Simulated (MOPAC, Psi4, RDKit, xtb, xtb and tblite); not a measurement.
Relaxed torsion scan: SMILES C([SiH3])CC=O (C₃H₈OSi). Scanned: dihedral C2–C3–C4–Si5; all other coordinates were relaxed at GFN2-xTB. Points at φ and −φ are mirror images.

Geometry of the scan point at 160° (Å):
```
13

O      0.8492     1.3118     1.2084
C      1.4830     0.6695     0.4208
C      0.9922    -0.5294    -0.3387
C     -0.4089    -0.9692     0.0727
Si    -1.2720    -2.0491    -1.2320
H      2.5307     0.9427     0.1740
H      1.0191    -0.2446    -1.3964
H      1.7177    -1.3373    -0.2175
H     -1.0040    -0.0715     0.2537
H     -0.3515    -1.4877     1.0306
H     -0.4701    -3.2521    -1.4732
H     -1.3745    -1.2885    -2.4803
H     -2.6012    -2.4215    -0.7519
```

- GFN2-xTB (xtb and tblite)
- MMFF94 // GFN2-xTB (RDKit)
- PBE0/def2-TZVP // GFN2-xTB (Psi4)
- PBE/def2-TZVP // GFN2-xTB (Psi4)
- PBE-D3(BJ)/def2-TZVP // GFN2-xTB (Psi4)
- MP2/cc-pVTZ = DF-MP2 (frozen core)/cc-pVTZ // GFN2-xTB run with Psi4
- HF/cc-pVTZ // GFN2-xTB (Psi4)
- UFF // GFN2-xTB (RDKit)
- PM3, restricted, heats of formation // GFN2-xTB (MOPAC)
- GFN1-xTB // GFN2-xTB (xtb)

Least-squares fit of E(φ) = a0 + Σ (a_n cos nφ + b_n sin nφ), n = 1 to 4, to the 18 scan points, in kJ/mol above the lowest point of each profile (levels whose profile four harmonics don't fit are not listed):

```csv
method,a0,a1,b1,a2,b2,a3,b3,a4,b4,rms of fit
GFN2-xTB,7.78,-5.31,0.00,-1.91,0.00,3.71,0.00,0.83,0.00,0.40
MMFF94,30.28,38.07,0.00,22.40,0.00,10.66,0.00,-6.05,0.00,2.88
PBE0/def2-TZVP,6.73,4.22,0.00,0.51,0.00,2.48,0.00,-0.72,0.00,0.55
PBE/def2-TZVP,6.85,4.97,0.00,0.68,0.00,1.91,0.00,-0.84,0.00,0.62
PBE-D3(BJ)/def2-TZVP,5.88,3.80,0.00,0.71,0.00,2.23,0.00,-0.73,0.00,0.56
MP2/cc-pVTZ,6.19,3.21,0.00,1.18,0.00,3.97,0.00,-0.49,0.00,0.31
HF/cc-pVTZ,10.72,8.08,0.00,2.36,0.00,4.14,0.00,-1.34,0.00,0.60
UFF,42.67,51.94,0.00,31.48,0.00,22.54,0.00,-2.57,0.00,2.58
PM3,16.85,18.36,0.00,6.00,0.00,3.31,0.00,-1.92,0.00,0.85
GFN1-xTB,42.19,-34.32,0.00,-15.29,0.00,2.31,0.00,5.03,0.00,2.18
```

MMFF94 has few fitted parameters for silicon.
